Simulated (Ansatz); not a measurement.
Coupled-cluster diagnostics for the cluster Mg₂F₄, Ansatz.

Geometry of the singlet (PBE0-D4/def2-SVP):

```csv
atom,x (Å),y (Å),z (Å)
Mg1,0.2921,-0.0984,-0.7592
Mg2,-0.5987,0.2025,1.5647
F3,-1.5475,-0.3702,0.0741
F4,0.7739,-0.9315,1.0344
F5,0.9149,-0.3097,-2.3995
F6,0.1653,1.5073,0.4855
```

Correlated methods freeze 6 core orbitals; core or outer-core shells of Mg are correlated, in sets that lack core-valence functions. Another isomer (singlet) lies 0.64 eV lower at PBE0-D4/def2-TZVP; other spin states weren't run for this one.

Q: Estimate the CCSD(T) correlation energy, the shares of MP2 and (T), T1 and the reference's ⟨S²⟩ for: charge 0, singlet, own geometry in def2-SVP; and the rough time on 4 threads of Arm Neoverse V2 on a shared host.

A: 
```tsv
state	basis	correlation (eV)	MP2 share (%)	(T) share (%)	T1	⟨S²⟩ (pure)	wall time
charge 0, singlet, own geometry	def2-SVP	-23.146	98.3	1.2	0.012	0.00 (0.00)	6 s
```
Customary marks for T1 are 0.02 (closed shells), 0.045 (open shells) and about 0.05 (3d metals). T1 stays under 0.02 throughout.
